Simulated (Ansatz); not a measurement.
Stepwise reaction of `[NH2][Al]([NH2])[Cl]` with hydrogen fluoride, as a gas-phase model of exchange steps in deposition or etching. ΔE in kJ/mol; ΔG adds harmonic PBE0-D4 terms to CCSD(T)/CBS, at 1 bar.

Computed with Ansatz on PBE0-D4/def2-TZVP structures; ΔE is electronic, products minus reactants. CBS: MP2 limit from def2 TZ/QZ plus the TZ coupled-cluster correction, frozen cores. This one scheme is used for every species. DFT in def2-TZVPP. B3LYP here is the variant with VWN-RPA as its local correlation; programs differ in this. One conformer a species, not always the lowest.

```json
{"step": "2", "reaction": "`[NH2][Al]([F])[Cl]` + H–F → `[F][Al]([F])[Cl]` + NH₃", "PBE-D4": "-77.0", "B3LYP-D4": "-80.7", "ωB97M-V": "-79.7", "CCSD(T)/CBS": "-79.6", "ΔG(600 K)": "-75.1"}
```

Q: Give the row of step 1, `[NH2][Al]([NH2])[Cl]` + H–F → `[NH2][Al]([F])[Cl]` + NH₃. (An estimate is asked.)

A: Ansatz gave: 
| step | reaction | PBE-D4 | B3LYP-D4 | ωB97M-V | CCSD(T)/CBS | ΔG(600 K) |
| --- | --- | --- | --- | --- | --- | --- |
| 1 | `[NH2][Al]([NH2])[Cl]` + H–F → `[NH2][Al]([F])[Cl]` + NH₃ | -92.7 | -96.5 | -95.2 | -93.2 | -92.4 |

Q: By hand: ΔE of the 2 steps together at CCSD(T)/CBS.

A: (-93.2) + (-79.6) = -172.8 kJ/mol, or -86.4 kJ/mol a step.

In ΔE each step is higher than the one before. All are downhill at CCSD(T)/CBS. ΔG lies between -92.4 and -75.1 kJ/mol a step. PBE-D4 differs from CCSD(T)/CBS by 0.5 to 2.6 kJ/mol a step. Isolated molecules leave out the surface, adducts and barriers. Largest T1 diagnostic: 0.012.
